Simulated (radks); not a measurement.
Results of a calculation; reference values are marked as such.
Spherical quantum dot in the effective-mass picture: electrons in a parabolic well V = omega^2 r^2 / 2 with omega = 0.22, all in effective atomic units (hartree* = m*/eps^2 hartree, bohr* = eps/m* bohr), one dielectric constant everywhere. Level of theory: non-relativistic Kohn-Sham, LDA (Slater exchange, Perdew-Wang correlation), spin-polarised, spherical densities (a radial shooting solver with Libxc functionals). Levels are named by radial order and angular momentum (1s, 1p, 1d, 2s, ...), and open shells are averaged over m. Results are scaled to m* = 0.055 and eps = 15.2, for which hartree* = 6.478 meV and bohr* = 14.62 nm. Each electron was tried in the lowest free levels, single moves between levels near the top were tried too, and the lowest total energy was kept; such a search can miss a lower state. At N = 1 the Hartree and exchange-correlation terms need not cancel, so that row can carry a self-interaction error.

\begin{tabular}{lrrrrrr}
N & open shells & 2S & E (meV) & mu = E(N) - E(N-1) (meV) & addition energy mu(N+1) - mu(N) (meV) & e(HOMO) (meV) \\ \hline
1 & 1s(up 1, down 0) & 1 & 2.19689 & 2.1969 & 2.000 & 3.0305 \\
2 & none & 0 & 6.39387 & 4.1970 & 2.510 & 4.9678 \\
3 & 1p(up 1, down 0) & 1 & 13.1009 & 6.7071 & 1.292 & 7.3539 \\
4 & 1p(up 2, down 0) & 2 & 21.0998 & 7.9989 & 1.269 & 8.6394 \\
5 & 1p(up 3, down 0) & 3 & 30.3680 & 9.2682 & 1.488 & 9.8904 \\
6 & 1p(up 3, down 1) & 2 & 41.1244 & 10.756 & 1.127 & 11.322 \\
7 & 1p(up 3, down 2) & 1 & 53.0083 & 11.884 & 1.112 & 12.443 \\
8 & none & 0 & 66.0043 & 12.996 & 1.813 & 13.545 \\
9 & 1d(up 1, down 0) & 1 & 80.8130 & 14.809 & 0.9960 & 15.309 \\
10 & 1d(up 2, down 0) & 2 & 96.6177 & 15.805 & 0.9813 & 16.298 \\
11 & 1d(up 3, down 0) & 3 & 113.404 & 16.786 & 0.9656 & 17.271 \\
12 & 1d(up 4, down 0) & 4 & 131.155 & 17.752 & 0.9497 & 18.229 \\
13 & 1d(up 5, down 0) & 5 & 149.857 & 18.701 & 1.133 & 19.171 \\
14 & 1d(up 5, down 1) & 4 & 169.691 & 19.834 & 0.8948 & 20.283 \\
15 & 1d(up 5, down 2) & 3 & 190.420 & 20.729 & 0.8852 & 21.173 \\
16 & 1d(up 5, down 3) & 2 & 212.033 & 21.614 & 0.8747 & 22.053 \\
17 & 1d(up 5, down 4) & 1 & 234.522 & 22.489 & 0.8638 & 22.922 \\
18 & none & 0 & 257.875 & 23.352 & 1.031 & 23.781 \\
19 & 2s(up 1, down 0) & 1 & 282.258 & 24.383 & 0.9658 & 24.814 \\
20 & none & 0 & 307.607 & 25.349 & 1.091 & 25.773 \\
21 & 1f(up 1, down 0) & 1 & 334.047 & 26.440 & 0.7946 & 26.839 \\
22 & 1f(up 2, down 0) & 2 & 361.282 & 27.235 & 0.7871 & 27.630 \\
23 & 1f(up 3, down 0) & 3 & 389.304 & 28.022 & 0.7796 & 28.413 \\
24 & 1f(up 4, down 0) & 4 & 418.106 & 28.802 & 0.7722 & 29.189 \\
25 & 1f(up 5, down 0) & 5 & 447.679 & 29.574 & 0.7649 & 29.957 \\
26 & 1f(up 6, down 0) & 6 & 478.018 & 30.339 & 0.7577 & 30.719 \\
27 & 1f(up 7, down 0) & 7 & 509.114 & 31.096 & 0.9017 & 31.473 \\
28 & 1f(up 7, down 1) & 6 & 541.112 & 31.998 & 0.7340 & 32.366 \\
29 & 1f(up 7, down 2) & 5 & 573.844 & 32.732 & 0.7285 & 33.097 \\
30 & 1f(up 7, down 3) & 4 & 607.304 & 33.461 & 0.7230 & 33.823 \\
31 & 1f(up 7, down 4) & 3 & 641.488 & 34.184 & 0.7175 & 34.543 \\
32 & 1f(up 7, down 5) & 2 & 676.389 & 34.901 & 0.7121 & 35.258 \\
33 & 1f(up 7, down 6) & 1 & 712.002 & 35.613 & 0.7066 & 35.967 \\
34 & none & 0 & 748.322 & 36.320 & 0.9307 & 36.671 \\
35 & 2p(up 1, down 0) & 1 & 785.572 & 37.250 & 0.7020 & 37.602 \\
36 & 2p(up 2, down 0) & 2 & 823.525 & 37.952 & 0.6993 & 38.303 \\
37 & 2p(up 3, down 0) & 3 & 862.176 & 38.652 & 0.7956 & 39.000 \\
38 & 2p(up 3, down 1) & 2 & 901.624 & 39.447 & 0.6822 & 39.789 \\
39 & 2p(up 3, down 2) & 1 & 941.753 & 40.129 & 0.6797 & 40.470 \\
40 & none & 0 & 982.562 & 40.809 & 0.7422 & 41.148 \\
41 & 1g(up 1, down 0) & 1 & 1024.11 & 41.551 & 0.6548 & 41.879 \\
42 & 1g(up 2, down 0) & 2 & 1066.32 & 42.206 & 0.6509 & 42.532 \\
43 & 1g(up 3, down 0) & 3 & 1109.18 & 42.857 & - & 43.181 \\
\end{tabular}

All shells are closed at N = 2, 8, 18, 20, 34, 40 (there: 1s2 1p6 1d10 2s2 1f14 2p6); the second difference of the energy has clear peaks (12 % above both neighbours; the first and last values, which can be the largest, are not judged, and half-filled shells can peak too) at N = 2, 5, 8, 13, 20, 27, 34, 37.
